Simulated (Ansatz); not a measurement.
Harmonic frequencies (cm⁻¹) at PBE0-D4/def2-TZVP from Ansatz: 44, 54, 76, 82, 92, 97, 98, 110, 242, 266, 284, 374, 382, 391, 551, 736, 984, 1014, 1080, 1252, 1277, 1408, 1459, 1480, 1487, 3015, 3051, 3123, 3129, 3150.

Each molecule was computed in one conformer, which needn't be the lowest.

Question: Which molecule is it?
A. `[CH3][Zn][Se]C(F)(F)F`
B. `C=C[Se][GeH3]`
C. `CC[Se][Hf]([Cl])([Cl])[Cl]`
D. `C[Se][Se][SiH3]`

Answer: C.
